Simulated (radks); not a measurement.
Q: Mn III, 23 electrons, occupied as [Ar] 3d5 (the NIST ground configuration). Calculated with a radial shooting solver on a logarithmic mesh with Libxc functionals: scalar-relativistic Kohn-Sham, r2SCAN, spin-polarised, spherical densities, finite nucleus; open shells are filled with parallel spins first; meta-GGA in the generalised Kohn-Sham scheme; Fermi nuclear charge, rms radius 3.7057 fm. Some entries of the table are withheld. Estimate them.

| orbital | occ. | eigenvalue (eV) | r(max) (bohr) |
|---|---|---|---|
| 1s down | 1 | -6469.613 | 0.03988 |
| 1s up | 1 | -6469.567 | 0.03988 |
| 2s up | 1 | -770.2012 | 0.2323 |
| 2s down | 1 | -767.4227 | 0.2320 |
| 2p up | 3 | -653.3853 | 0.1885 |
| 2p down | 3 | -651.2705 | 0.1883 |
| 3s up | 1 | (1) | 0.7360 |
| 3s down | 1 | (2) | 0.7376 |
| 3p up | 3 | (3) | 0.7531 |
| 3p down | 3 | (4) | 0.7558 |
| 3d up | 5 | -26.1862 | 0.7621 |
| 3d down | 0 | -19.4023 | 0.7751 |

A: 
(1) 3s up eigenvalue (eV): -108.7641
(2) 3s down eigenvalue (eV): -101.9072
(3) 3p up eigenvalue (eV): -76.2175
(4) 3p down eigenvalue (eV): -69.3772
